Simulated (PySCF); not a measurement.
Compound: C5H11O2P.
Z-matrix (Å and degrees, GFN2-xTB geometry), rows numbered from 1:
```
C 
C   1  1.5206
C   2  1.5242  1  111.45
P   3  1.8370  2  109.60  1   -61.59
O   4  1.4660  3  115.16  2   -46.63
C   4  1.8737  3  104.63  2  -173.20
C   6  1.4896  4  112.25  3   101.37
O   6  1.2001  4  121.09  3   -78.62
H   1  1.0885  2  110.96  3   -57.21
H   1  1.0873  2  110.56  3  -177.69
H   1  1.0904  2  109.58  3    63.15
H   2  1.0925  1  109.06  3  -119.72
H   2  1.0929  1  110.17  3   121.66
H   3  1.0905  2  111.98  1    59.93
H   3  1.0954  2  110.28  1  -179.15
H   4  1.3950  3  104.85  2    81.69
H   7  1.0907  6  108.65  4   -54.16
H   7  1.0906  6  107.88  4    61.02
H   7  1.0871  6  112.14  4  -176.97
```

Vertical excitations from PySCF (density fitting, frozen core in the response, grid level 2 and gas phase unless stated; continuum runs use non-equilibrium linear response for the excitations) on a GFN2-xTB geometry. Reference run:

```csv
settings,"S1, eV (f)","S2, eV (f)","S3, eV (f)","S4, eV (f)","S5, eV (f)","S6, eV (f)","T1, eV (Tamm–Dancoff)",mean α (au)
"PBE0/def2-SVPD, full TDDFT, 6 singlets",3.63 (0.001),5.34 (0.009),6.07 (0.002),6.48 (0.006),6.83 (0.015),7.04 (0.007),3.02,89.6
```

Task: What do these settings give: (1) KT3/def2-SVPD, fitting basis def2-qzvpp-jkfit, TDA, 12 singlets; (2) HCTH407/cc-pVDZ, full TDDFT, 3 singlets?

Result: 
```tsv
settings	S1, eV (f)	S2, eV (f)	S3, eV (f)	S4, eV (f)	S5, eV (f)	S6, eV (f)	T1, eV (Tamm–Dancoff)	mean α (au)
KT3/def2-SVPD, fitting basis def2-qzvpp-jkfit, TDA, 12 singlets	3.47 (0.002)	4.25 (0.006)	5.15 (0.002)	5.43 (0.009)	5.92 (0.006)	5.98 (0.012)	2.94	92.9
HCTH407/cc-pVDZ, full TDDFT, 3 singlets	3.37 (0.002)	4.09 (0.005)	5.04 (0.001)	–	–	–	2.86	81.3
```

(1) S1 moves by -0.16 eV; functional and response scheme change together, so the shift can't be laid on one. (2) S1 moves by -0.26 eV; functional and basis change together, so the shift can't be laid on one. States are counted by energy in each run and needn't keep their character from row to row.

KT3 was designed for NMR shieldings or shifts; total energies of different functionals aren't comparable.

Task: Which orbital pairs make up S1 in each run, and how does it sit against the orbital gap?

Result: 
```csv
settings,S1 configurations (weight),S1 (eV),orbital gap (eV),S1 − gap (eV)
"PBE0/def2-SVPD, full TDDFT, 6 singlets",H→L 0.96,3.63,5.62,-1.99
"KT3/def2-SVPD, fitting basis def2-qzvpp-jkfit, TDA, 12 singlets",H→L 0.99,3.47,3.29,+0.18
"HCTH407/cc-pVDZ, full TDDFT, 3 singlets",H→L 1.00,3.37,3.15,+0.22
```

One conformer stands for the species.
